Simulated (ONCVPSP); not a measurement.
# Which change was made? (S, ONCV)

```
Element                 : sulfur (S)
Generator               : ONCVPSP 4.0.1
Type                    : optimised norm-conserving Vanderbilt (ONCV)
Functional              : PBE
Relativity              : non-relativistic
Frozen core             : [Ne]
Valence charge          : 6
Reference configuration : 3s2 3p4
Partial waves           : 3s: rc 1.25 bohr, ncon 5, nbas 10, qcut 6 1/bohr, 1 projector; 3p: rc 1.55 bohr, ncon 4, nbas 8, qcut 5.3 1/bohr, 3 projectors, debl 3.5 Ha
Local potential         : polynomial inside 0.95 bohr (lpopt 5, dvloc0 1 Ha)
Core correction         : Teter function, fcfact 1.75, rcfact 1.55
```

Cutoffs, loose and tight: the cutoffs (Ha) at which the residual kinetic energy of the hardest occupied pseudo-wave falls to 1 and 0.1 mHa per electron. They do not see the model core or the augmentation charge, which bear on the density cutoff. Test errors are all-electron minus pseudo excitation energies from the reference, over the configurations 3s2 3p3; 3s2 3p2; 3s2 3p1; 3s1 3p5; variants that change the core or the reference have their own tests.

The base gives: outcome: generated; cutoff, loose: 14 Ha; cutoff, tight: 168 Ha; bound ghosts: none; GHOST(+) flags above zero: s; largest test error (meV): +131.

Task: After one change the result is: outcome: generated; cutoff, loose: 69 Ha; cutoff, tight: 168 Ha; bound ghosts: p; GHOST(+) flags above zero: s, p; largest test error (meV): +124. Which change was it?
A. local potential polynomial inside 0.95 bohr (lpopt 5, dvloc0 -1 Ha)
B. core correction none
C. p: rc 1.16

Result: C. The others give: core correction none → outcome: generated; cutoff, loose: 14 Ha; cutoff, tight: 168 Ha; bound ghosts: none; GHOST(+) flags above zero: s; largest test error (meV): +233 | local potential polynomial inside 0.95 bohr (lpopt 5, dvloc0 -1 Ha) → outcome: generated; cutoff, loose: 14 Ha; cutoff, tight: 168 Ha; bound ghosts: s; GHOST(+) flags above zero: none; largest test error (meV): 4 of 4 tests not solved or not reliable.
